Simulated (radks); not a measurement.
Values are calculated unless marked as measured or tabulated.
The calcium ion Ca4+, configuration [Ne] 3s2 3p4. Code: a radial shooting solver on a logarithmic mesh with Libxc functionals. Model: non-relativistic Kohn-Sham, r2SCAN, spin-polarised, spherical densities, point nucleus; open shells are filled with parallel spins first; meta-GGA in the generalised Kohn-Sham scheme.

Local quantities along the radius. ELF = 1/(1 + alpha^2) is the electron localisation function; alpha = (tau - tau_W)/tau_unif compares the Pauli kinetic energy density with that of the uniform gas (summed over spins); s = |grad rho|/(2 (3 pi^2)^(1/3) rho^(4/3)) is the reduced gradient.

r (bohr),ELF,alpha,s
0.003977,1.000,0.01300,0.3901
0.005056,1.000,0.01378,0.3957
0.006377,1.000,0.01479,0.4025
0.008042,1.000,0.01619,0.4114
0.01014,1.000,0.01813,0.4227
0.01279,1.000,0.02094,0.4374
0.01613,0.999,0.02513,0.4565
0.0205,0.999,0.03193,0.4824
0.02586,0.998,0.04283,0.5155
0.03261,0.996,0.06202,0.5592
0.04113,0.990,0.09860,0.6163
0.05186,0.970,0.1747,0.6886
0.06541,0.893,0.3452,0.7695
0.08315,0.643,0.7455,0.8245
0.1049,0.336,1.407,0.7535
0.1322,0.253,1.717,0.5104
0.1668,0.414,1.191,0.3122
0.2103,0.690,0.6704,0.3113
0.2652,0.833,0.4483,0.4307
0.3372,0.850,0.4195,0.6309
0.4252,0.687,0.6745,0.9009
0.5363,0.205,1.970,1.043
0.6763,0.135,2.536,0.5019
0.8529,0.608,0.8032,0.2982
1.084,0.874,0.3795,0.5581
1.367,0.869,0.3879,0.9757
1.724,0.726,0.6143,1.740
2.175,0.331,1.423,3.474
2.743,0.038,5.057,8.226
3.459,0.001,29.09,24.39

On this mesh the ELF has minima near r = 0.13, 0.60 bohr, which separate the shells, and maxima near 0.30 (0.86), 1.2 (0.89).
